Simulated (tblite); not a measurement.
Record of a relaxation.

C₆H₁₈AlP.
Numbering: `[CH3:1][Al-:2]([CH3:3])([CH3:4])[P+:5]([CH3:6])([CH3:7])[CH3:8]` (hydrogens: H9, H10, H11 on C1; H12, H13, H14 on C3; H15, H16, H17 on C4; H18, H19, H20 on C6; H21, H22, H23 on C7; H24, H25, H26 on C8)

Computed with GFN2-xTB (tblite), gas phase: L-BFGS steps from a force-field or distance-geometry start until the largest atomic force falls under 0.01 eV/Å. 4 of its 202 geometries are shown.

Step 0: E = -694.6326 eV, largest atomic force 3.308 eV/Å
```
atom  x, y, z in Å  |  force x, y, z in eV/Å
C1      1.712    1.579   -0.983   -0.998  -0.299   0.163
Al2     1.124   -0.095   -0.080    3.241  -0.404  -0.527
C3      2.150   -0.480    1.576   -0.471  -0.270   0.225
C4      1.361   -1.619   -1.345   -0.418   0.193   1.027
P5     -1.121    0.116    0.257    0.260  -0.576  -0.456
C6     -1.964   -1.499    0.349   -1.098   0.173  -0.479
C7     -1.787    0.879   -1.274   -0.766  -0.462  -0.008
C8     -1.427    1.138    1.706   -1.610   0.890   0.843
H9      0.973    2.357   -0.723    0.368   0.334  -0.460
H10     1.649    1.353   -2.072    0.352   0.686   0.560
H11     2.699    1.915   -0.662   -0.183   0.039  -0.445
H12     1.537   -0.595    2.484    0.458   0.048   0.162
H13     2.694   -1.432    1.433   -0.175   0.390   0.129
H14     2.901    0.303    1.730   -0.136  -0.180   0.233
H15     0.975   -2.521   -0.804    0.450   0.200  -0.988
H16     0.781   -1.395   -2.238    0.092  -0.691  -0.396
H17     2.436   -1.716   -1.586   -0.757  -0.235   0.006
H18    -1.617   -2.110    1.196   -0.170   0.293  -0.489
H19    -3.063   -1.317    0.372    0.553  -0.337   0.313
H20    -1.763   -1.976   -0.637    0.121   0.069   0.793
H21    -2.704    0.325   -1.596    0.460   0.682   0.261
H22    -1.034    0.714   -2.073   -0.311   0.421   0.581
H23    -1.992    1.942   -1.061    0.105  -0.482  -0.511
H24    -1.856    2.102    1.361    0.228  -0.368   0.251
H25    -2.167    0.692    2.407    0.408   0.153  -0.404
H26    -0.518    1.363    2.276   -0.005  -0.269  -0.383
```

Step 67: E = -695.8638 eV, largest atomic force 0.093 eV/Å
```
atom  x, y, z in Å  |  force x, y, z in eV/Å
C1      1.826    1.712   -0.978    0.000   0.003  -0.005
Al2     1.593   -0.141   -0.244    0.054   0.062   0.043
C3      2.155   -0.483    1.651    0.003   0.007  -0.030
C4      1.373   -1.710   -1.469   -0.004  -0.011  -0.026
P5     -0.928    0.092    0.210   -0.032  -0.003  -0.050
C6     -1.858   -1.485    0.392    0.013   0.028   0.009
C7     -1.830    0.843   -1.201   -0.027  -0.013   0.002
C8     -1.588    1.116    1.599    0.004  -0.009   0.007
H9      1.214    2.436   -0.423    0.010   0.005  -0.006
H10     1.560    1.832   -2.035   -0.022  -0.022   0.022
H11     2.856    2.077   -0.893   -0.007  -0.028   0.013
H12     1.307   -0.656    2.329    0.035  -0.017  -0.002
H13     2.797   -1.367    1.741   -0.019   0.029   0.019
H14     2.725    0.348    2.082   -0.019  -0.032   0.001
H15     1.018   -2.600   -0.937    0.005  -0.027   0.019
H16     0.657   -1.535   -2.280   -0.013   0.011  -0.030
H17     2.304   -2.013   -1.959    0.015   0.009   0.002
H18    -1.503   -2.015    1.274    0.002   0.031  -0.007
H19    -2.931   -1.313    0.473    0.012   0.021   0.003
H20    -1.651   -2.098   -0.483   -0.013   0.010   0.030
H21    -2.897    0.915   -0.996   -0.015  -0.018  -0.001
H22    -1.666    0.239   -2.089    0.006  -0.032  -0.030
H23    -1.425    1.835   -1.381    0.006   0.025  -0.011
H24    -1.916    2.076    1.210    0.008   0.037   0.000
H25    -2.417    0.624    2.099   -0.040  -0.035  -0.004
H26    -0.796    1.294    2.322    0.036  -0.031   0.030
```

Step 134: E = -695.9311 eV, largest atomic force 0.016 eV/Å
```
atom  x, y, z in Å  |  force x, y, z in eV/Å
C1      1.862    1.724   -0.938    0.000   0.002   0.003
Al2     1.601   -0.132   -0.235   -0.003  -0.005  -0.009
C3      2.073   -0.523    1.673    0.001  -0.009  -0.002
C4      1.447   -1.675   -1.506   -0.003  -0.001  -0.002
P5     -0.942    0.125    0.113    0.004  -0.003  -0.007
C6     -1.799   -1.456    0.481    0.000  -0.004   0.002
C7     -2.002    0.776   -1.242   -0.004   0.002  -0.004
C8     -1.512    1.163    1.518   -0.009   0.007   0.000
H9      1.436    2.481   -0.266    0.003   0.003  -0.002
H10     1.395    1.885   -1.917    0.006  -0.003   0.001
H11     2.915    1.999   -1.061   -0.011  -0.001  -0.006
H12     1.248   -0.940    2.264    0.000  -0.007   0.000
H13     2.883   -1.258    1.741    0.005   0.003   0.008
H14     2.425    0.358    2.221   -0.007   0.002  -0.001
H15     1.153   -2.610   -1.014    0.003   0.005   0.006
H16     0.715   -1.505   -2.305    0.000   0.008  -0.002
H17     2.392   -1.896   -2.015   -0.001   0.004   0.003
H18    -1.377   -1.882    1.388    0.006  -0.005  -0.004
H19    -2.871   -1.308    0.611    0.003   0.006   0.004
H20    -1.621   -2.146   -0.340   -0.010  -0.004   0.004
H21    -3.054    0.767   -0.959    0.008  -0.004  -0.002
H22    -1.856    0.161   -2.128   -0.001   0.011   0.011
H23    -1.696    1.794   -1.473    0.009  -0.010   0.000
H24    -1.190    2.188    1.349   -0.003  -0.002   0.010
H25    -2.596    1.132    1.619   -0.001   0.001  -0.001
H26    -1.050    0.802    2.434    0.004   0.005  -0.008
```

Step 201: E = -695.9383 eV, largest atomic force 0.007 eV/Å
```
atom  x, y, z in Å  |  force x, y, z in eV/Å
C1      1.862    1.713   -0.939    0.001   0.001   0.002
Al2     1.602   -0.145   -0.242   -0.007   0.000   0.000
C3      2.036   -0.525    1.677    0.002   0.002   0.001
C4      1.461   -1.666   -1.537    0.002  -0.004   0.000
P5     -0.938    0.090    0.119    0.001  -0.002  -0.005
C6     -1.852   -1.452    0.522   -0.001   0.000   0.000
C7     -1.977    0.757   -1.242    0.000  -0.004   0.003
C8     -1.461    1.171    1.508    0.001   0.003   0.001
H9      1.500    2.483   -0.248   -0.003   0.003   0.001
H10     1.351    1.889   -1.893    0.003  -0.001  -0.003
H11     2.916    1.954   -1.120    0.001   0.004  -0.004
H12     1.425   -1.326    2.112   -0.003  -0.004   0.000
H13     3.075   -0.843    1.815    0.000  -0.001  -0.002
H14     1.908    0.348    2.326   -0.001  -0.001  -0.002
H15     1.135   -2.602   -1.069   -0.002  -0.002   0.003
H16     0.753   -1.466   -2.351    0.000   0.003   0.001
H17     2.413   -1.897   -2.026    0.003   0.000  -0.001
H18    -1.401   -1.907    1.401    0.001   0.001  -0.001
H19    -2.905   -1.250    0.714   -0.001   0.002  -0.002
H20    -1.757   -2.144   -0.311    0.002   0.001   0.002
H21    -3.028    0.786   -0.959   -0.001   0.003   0.004
H22    -1.854    0.127   -2.120    0.004  -0.002  -0.002
H23    -1.635    1.760   -1.487    0.001  -0.001   0.003
H24    -1.085    2.176    1.330    0.001   0.002   0.002
H25    -2.546    1.197    1.604    0.000  -0.002   0.001
H26    -1.020    0.796    2.429   -0.003   0.000   0.001
```

Question: Summarise the path.

Answer: The energy falls by 1.3057 eV from step 0 to step 201; nine tenths of that is first reached at step 36. It never rises by more than 0.2 meV. The largest force goes from 3.308 to 0.007 eV/Å. Among the bonds Al2–P5 changes most, from 2.279 to 2.576 Å; the atoms move by 0.605 Å rms after alignment.

Question: Follow the three bonds and two angles with the largest change from start to end.

Answer: 
```json
{"step": "0", "E above end (eV)": "1.3057", "largest force (eV/Å)": "3.308", "Al2–P5 (Å)": "2.279", "P5–C8 (Å)": "1.799", "C7–H21 (Å)": "1.118", "C3–Al2–P5 (°)": "113.8", "Al2–P5–C7 (°)": "105.8"}
{"step": "9", "E above end (eV)": "0.2992", "largest force (eV/Å)": "0.233", "Al2–P5 (Å)": "2.465", "P5–C8 (Å)": "1.843", "C7–H21 (Å)": "1.087", "C3–Al2–P5 (°)": "105.9", "Al2–P5–C7 (°)": "109.1"}
{"step": "17", "E above end (eV)": "0.1846", "largest force (eV/Å)": "0.515", "Al2–P5 (Å)": "2.525", "P5–C8 (Å)": "1.853", "C7–H21 (Å)": "1.094", "C3–Al2–P5 (°)": "103.1", "Al2–P5–C7 (°)": "111.1"}
{"step": "26", "E above end (eV)": "0.1462", "largest force (eV/Å)": "0.082", "Al2–P5 (Å)": "2.587", "P5–C8 (Å)": "1.851", "C7–H21 (Å)": "1.088", "C3–Al2–P5 (°)": "101.5", "Al2–P5–C7 (°)": "111.5"}
{"step": "35", "E above end (eV)": "0.1331", "largest force (eV/Å)": "0.126", "Al2–P5 (Å)": "2.584", "P5–C8 (Å)": "1.854", "C7–H21 (Å)": "1.090", "C3–Al2–P5 (°)": "99.5", "Al2–P5–C7 (°)": "110.8"}
{"step": "44", "E above end (eV)": "0.1059", "largest force (eV/Å)": "0.087", "Al2–P5 (Å)": "2.567", "P5–C8 (Å)": "1.853", "C7–H21 (Å)": "1.090", "C3–Al2–P5 (°)": "96.0", "Al2–P5–C7 (°)": "110.0"}
{"step": "52", "E above end (eV)": "0.0919", "largest force (eV/Å)": "0.060", "Al2–P5 (Å)": "2.555", "P5–C8 (Å)": "1.850", "C7–H21 (Å)": "1.089", "C3–Al2–P5 (°)": "96.8", "Al2–P5–C7 (°)": "110.3"}
{"step": "61", "E above end (eV)": "0.0812", "largest force (eV/Å)": "0.101", "Al2–P5 (Å)": "2.573", "P5–C8 (Å)": "1.853", "C7–H21 (Å)": "1.087", "C3–Al2–P5 (°)": "96.4", "Al2–P5–C7 (°)": "111.6"}
{"step": "70", "E above end (eV)": "0.0719", "largest force (eV/Å)": "0.074", "Al2–P5 (Å)": "2.582", "P5–C8 (Å)": "1.849", "C7–H21 (Å)": "1.089", "C3–Al2–P5 (°)": "97.5", "Al2–P5–C7 (°)": "113.5"}
{"step": "79", "E above end (eV)": "0.0572", "largest force (eV/Å)": "0.067", "Al2–P5 (Å)": "2.592", "P5–C8 (Å)": "1.847", "C7–H21 (Å)": "1.089", "C3–Al2–P5 (°)": "100.7", "Al2–P5–C7 (°)": "117.7"}
{"step": "87", "E above end (eV)": "0.0449", "largest force (eV/Å)": "0.085", "Al2–P5 (Å)": "2.593", "P5–C8 (Å)": "1.844", "C7–H21 (Å)": "1.088", "C3–Al2–P5 (°)": "101.1", "Al2–P5–C7 (°)": "120.4"}
{"step": "96", "E above end (eV)": "0.0302", "largest force (eV/Å)": "0.076", "Al2–P5 (Å)": "2.574", "P5–C8 (Å)": "1.839", "C7–H21 (Å)": "1.088", "C3–Al2–P5 (°)": "99.3", "Al2–P5–C7 (°)": "120.5"}
{"step": "105", "E above end (eV)": "0.0191", "largest force (eV/Å)": "0.122", "Al2–P5 (Å)": "2.579", "P5–C8 (Å)": "1.840", "C7–H21 (Å)": "1.089", "C3–Al2–P5 (°)": "97.7", "Al2–P5–C7 (°)": "120.8"}
{"step": "114", "E above end (eV)": "0.0115", "largest force (eV/Å)": "0.063", "Al2–P5 (Å)": "2.578", "P5–C8 (Å)": "1.838", "C7–H21 (Å)": "1.090", "C3–Al2–P5 (°)": "97.2", "Al2–P5–C7 (°)": "120.5"}
{"step": "122", "E above end (eV)": "0.0083", "largest force (eV/Å)": "0.053", "Al2–P5 (Å)": "2.580", "P5–C8 (Å)": "1.839", "C7–H21 (Å)": "1.089", "C3–Al2–P5 (°)": "97.1", "Al2–P5–C7 (°)": "120.5"}
{"step": "131", "E above end (eV)": "0.0074", "largest force (eV/Å)": "0.013", "Al2–P5 (Å)": "2.581", "P5–C8 (Å)": "1.838", "C7–H21 (Å)": "1.089", "C3–Al2–P5 (°)": "97.1", "Al2–P5–C7 (°)": "120.4"}
{"step": "140", "E above end (eV)": "0.0061", "largest force (eV/Å)": "0.028", "Al2–P5 (Å)": "2.576", "P5–C8 (Å)": "1.838", "C7–H21 (Å)": "1.088", "C3–Al2–P5 (°)": "96.9", "Al2–P5–C7 (°)": "120.1"}
{"step": "149", "E above end (eV)": "0.0052", "largest force (eV/Å)": "0.014", "Al2–P5 (Å)": "2.574", "P5–C8 (Å)": "1.837", "C7–H21 (Å)": "1.089", "C3–Al2–P5 (°)": "96.7", "Al2–P5–C7 (°)": "119.8"}
{"step": "157", "E above end (eV)": "0.0044", "largest force (eV/Å)": "0.026", "Al2–P5 (Å)": "2.579", "P5–C8 (Å)": "1.838", "C7–H21 (Å)": "1.089", "C3–Al2–P5 (°)": "96.3", "Al2–P5–C7 (°)": "119.2"}
{"step": "166", "E above end (eV)": "0.0039", "largest force (eV/Å)": "0.029", "Al2–P5 (Å)": "2.575", "P5–C8 (Å)": "1.839", "C7–H21 (Å)": "1.089", "C3–Al2–P5 (°)": "96.0", "Al2–P5–C7 (°)": "119.0"}
{"step": "175", "E above end (eV)": "0.0032", "largest force (eV/Å)": "0.033", "Al2–P5 (Å)": "2.571", "P5–C8 (Å)": "1.838", "C7–H21 (Å)": "1.088", "C3–Al2–P5 (°)": "95.7", "Al2–P5–C7 (°)": "119.2"}
{"step": "184", "E above end (eV)": "0.0012", "largest force (eV/Å)": "0.029", "Al2–P5 (Å)": "2.578", "P5–C8 (Å)": "1.838", "C7–H21 (Å)": "1.089", "C3–Al2–P5 (°)": "95.8", "Al2–P5–C7 (°)": "119.6"}
{"step": "192", "E above end (eV)": "0.0004", "largest force (eV/Å)": "0.015", "Al2–P5 (Å)": "2.579", "P5–C8 (Å)": "1.837", "C7–H21 (Å)": "1.089", "C3–Al2–P5 (°)": "95.7", "Al2–P5–C7 (°)": "119.4"}
{"step": "201", "E above end (eV)": "0.0000", "largest force (eV/Å)": "0.007", "Al2–P5 (Å)": "2.576", "P5–C8 (Å)": "1.836", "C7–H21 (Å)": "1.089", "C3–Al2–P5 (°)": "95.6", "Al2–P5–C7 (°)": "119.1"}
```

Hardware: x86-64 server, one thread (shared host).
